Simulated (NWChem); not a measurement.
Molecule: C3, singlet; SMILES C(=[C])=[C]

```xyz
3

C     -1.2950     0.0651     0.0199
C      0.0005     0.0084     0.0000
C      1.2945    -0.0735    -0.0199
```
Atoms are numbered in this order, from 1.

Computed with NWChem. Low-valent species are run as closed-shell singlets; no triplet was tried in these runs. Structure relaxed at the B3LYP/6-31G* (spherical d) level. Level: M06-2X/def2-SVP with COSMO at NWChem's default radii, gas-phase geometry; rows give the dielectric constant.

| dielectric constant | electrostatic solvation energy (kcal/mol) |
|---|---|
| 4.8 | -1.2 |
| 20.7 | -1.5 |
| 37.5 | -1.5 |
| 46.7 | -1.5 |
| 78.4 | -1.5 |
